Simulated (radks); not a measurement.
Q: These are the eigenvalues of the occupied orbitals of an atom or ion with whole-number occupations (hartree). Method: Dirac Kohn-Sham, LDA (Slater exchange, Perdew-Wang correlation), spin-unpolarised, spherical densities, finite nucleus; Fermi nuclear charge, rms radius of each element as measured or else 0.836 A^(1/3) + 0.57 fm; computed with a radial shooting solver on a logarithmic mesh with Libxc functionals.

orbital  eigenvalue
1s1/2     -1680.515
2s1/2     -297.7293
2p1/2     -283.6807
2p3/2     -263.0986
3s1/2     -86.62213
3p1/2     -80.63484
3p3/2     -76.40427
3d3/2     -66.07657
3d5/2     -65.14870
4s1/2     -36.61983
4p1/2     -34.20895
4p3/2     -33.01488

Which element is it, and in what charge state? The configuration may be excited. Open shells, if any, fill j = l - 1/2 first.

A: Z = 61, promethium, charge +25: Pm25+ in [Kr]. The list shows which subshells hold electrons but not how many an open one holds; the 1s level, -1680.5 hartree, gives Z - s = 58.0 by -(Z - s)^2/2, which with screening and relativity narrows Z to a few neighbours, and the depths of the outer levels then fix element, charge and occupations together.
